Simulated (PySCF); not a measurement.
Job file and geometry (Å, from GFN2-xTB) of an NMR shielding run on `InChI=1S/C4H7BF2/c6-5(7)4-2-1-3-4/h4H,1-3H2`, GIAO PBE0/pcSseg-1 NMR shielding, non-relativistic, gas phase (PySCF); density fitting, a coarse starting grid and PySCF grid level 2 are the driver's defaults:

```
$ OMP_NUM_THREADS=1 python probes_run.py task.json out

{"job": {"kind": "nmr", "xc": "PBE0", "basis": "pcSseg-1"}, "charge": 0, "multiplicity": 1}
F      2.090445    -0.576848     1.489246
B      1.962007    -0.255328     0.216389
F      3.115604    -0.097403    -0.404846
C      0.564778    -0.054069    -0.476209
C     -0.314087     1.117875     0.051320
C     -1.529385     0.183968     0.086788
C     -0.589909    -1.014868    -0.090166
H      0.662216     0.014198    -1.560741
H     -0.010249     1.449436     1.041848
H     -0.379419     1.979840    -0.607987
H     -2.194114     0.328900    -0.762259
H     -2.116581     0.199334     1.001826
H     -0.395939    -1.536006     0.844799
H     -0.866045    -1.739503    -0.852174
```

Problem. Write the output of this run.

Solution. 
```
coarse grid: 11944 points
cycle   1  E = -380.7008104486  dE =  8.307e-01  |g| = 6.477e-01  |ddm| = 3.284e+00
cycle   2  E = -380.6531638818  dE =  4.765e-02  |g| = 8.809e-01  |ddm| = 8.248e-01
cycle   3  E = -380.7755468763  dE = -1.224e-01  |g| = 4.130e-02  |ddm| = 4.632e-01
cycle   4  E = -380.7757984380  dE = -2.516e-04  |g| = 2.460e-02  |ddm| = 4.925e-02
cycle   5  E = -380.7759301001  dE = -1.317e-04  |g| = 5.147e-03  |ddm| = 2.138e-02
cycle   6  E = -380.7759357165  dE = -5.616e-06  |g| = 8.192e-04  |ddm| = 4.835e-03
final grid: 116856 points
cycle   7  E = -380.8269114529  dE = -6.232e-05  |g| = 8.646e-03  |ddm| = 2.861e-02
cycle   8  E = -380.8269002370  dE =  1.122e-05  |g| = 1.099e-02  |ddm| = 1.560e-02
cycle   9  E = -380.8269301754  dE = -2.994e-05  |g| = 4.626e-04  |ddm| = 8.774e-03
cycle  10  E = -380.8269302087  dE = -3.334e-08  |g| = 1.901e-04  |ddm| = 4.841e-04
cycle  11  E = -380.8269302134  dE = -4.677e-09  |g| = 6.365e-05  |ddm| = 1.252e-04
cycle  12  E = -380.8269302140  dE = -6.411e-10  |g| = 1.046e-05  |ddm| = 4.426e-05
converged SCF energy = -380.8269302140

GIAO shielding tensors (ppm)
atom      isotropic    diamagn.    paramagn.     s11        s22        s33       span
  0 F      253.797     469.384    -215.587     78.292    300.090    383.009    304.717
  1 B       72.530     192.439    -119.909     46.555     79.537     91.499     44.944
  2 F      239.524     466.408    -226.884     69.796    288.451    360.325    290.530
  3 C      168.643     254.811     -86.168    153.175    172.481    180.271     27.096
  4 C      163.843     248.227     -84.383    149.341    162.409    179.781     30.440
  5 C      164.676     249.686     -85.010    148.984    165.271    179.773     30.789
  6 C      164.802     248.375     -83.573    152.166    163.090    179.149     26.984
  7 H       29.532      32.287      -2.755     26.351     28.633     33.614      7.263
  8 H       29.499      30.961      -1.462     26.442     28.507     33.548      7.106
  9 H       29.625      30.281      -0.656     26.279     26.590     36.006      9.727
 10 H       29.372      30.326      -0.954     26.669     27.073     34.373      7.704
 11 H       29.705      29.956      -0.251     26.142     26.756     36.218     10.076
 12 H       29.382      30.971      -1.589     26.271     28.539     33.335      7.064
 13 H       29.740      30.270      -0.530     26.435     26.563     36.222      9.787
```

Size and cost of the density-fitted run: 154 basis functions, 16 s wall time on 1 thread of an Arm Neoverse V2, shared host; peak memory 0.72 GiB.
